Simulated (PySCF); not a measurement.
SMILES B1N[B]NBN1, doublet, B3LYP/def2-SVP optimised geometry.

```
11

B     -0.83    -1.33     0.00
N      0.59    -1.33     0.00
B      1.34    -0.10     0.00
N      0.59     1.12     0.00
B     -0.84     1.16     0.00
N     -1.53    -0.09     0.00
H      1.10    -2.21     0.00
H      2.55    -0.10     0.00
H      1.10     1.99     0.00
H     -1.44     2.21     0.00
H     -2.55    -0.09     0.00
```

Density from unrestricted B3LYP/def2-TZVP (PySCF) at that geometry.

Minimum of the electron density along straight lines between bonded atoms, close to the bond critical point (lines longer than 1.1 times the sum of covalent radii, or with two minima, are not listed):

| bond | length / Å | ρ at the minimum / e bohr⁻³ | ∇²ρ there / e bohr⁻⁵ | position (fraction from the first atom) |
|---|---|---|---|---|
| B1–N2 | 1.422 | 0.206 | 0.46 | 0.33 |
| N2–B3 | 1.435 | 0.200 | 0.44 | 0.67 |
| B3–N4 | 1.430 | 0.204 | 0.44 | 0.33 |
| N4–B5 | 1.430 | 0.204 | 0.44 | 0.67 |
| B1–N6 | 1.422 | 0.206 | 0.46 | 0.33 |
| B5–N6 | 1.435 | 0.200 | 0.44 | 0.33 |
| N2–H7 | 1.013 | 0.337 | -1.67 | 0.74 |
| B3–H8 | 1.207 | 0.182 | -0.39 | 0.44 |
| N4–H9 | 1.013 | 0.337 | -1.65 | 0.74 |
| B5–H10 | 1.207 | 0.182 | -0.39 | 0.44 |
| N6–H11 | 1.013 | 0.337 | -1.67 | 0.74 |
